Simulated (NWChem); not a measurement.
Molecule: TiH4O; SMILES [OH][TiH3]

Results from NWChem. Structure relaxed at the PBE0/def2-SVP level. Vertical excitations in the gas phase; the lowest state need not have the same character in each row.

For level B3LYP/def2-SVPD, TDA:

- lowest excitation, singlet (eV) = 3.47
- orbital gap (eV) = 5.51

Estimate the same quantities for level PBE/def2-SVPD, TDA.

lowest excitation, singlet (eV): 3.36
orbital gap (eV): 3.38
